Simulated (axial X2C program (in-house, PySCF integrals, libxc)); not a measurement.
**Which functional? An output for CoSe⁺**

An SCF output computed with an in-house all-electron X2C program for linear molecules (integrals from PySCF) for CoSe⁺ at 2.174 Å, two-component, state Ω = 4, Se dyall-cv3z [8s9p6d4f1g], Co dyall-cv3z [9s10p6d3f2g] (cores contracted in-house), without its first line:

```
basis functions 210  fitting functions 1187  grid points 5802
iter        total energy     max residual
   1      -3821.271430155     1.96e-05
   2      -3821.271430164     2.03e-05
   3      -3821.271430167     1.28e-05
   4      -3821.271430176     9.99e-06
   5      -3821.271430181     3.58e-06
   6      -3821.271430182     2.61e-06
converged
one-electron -5738.16026490  Coulomb 1842.63739299  exact exchange -36.29097342  xc functional -111.61862557  nuclear repulsion 223.45201455  atomic mean-field constant -1.29097383
```

Task: Which level of theory produced it?
A. HF
B. PBE0
C. PW91

Result: B. The exact-exchange term against the functional term shows a share of 0.25 of exact exchange.
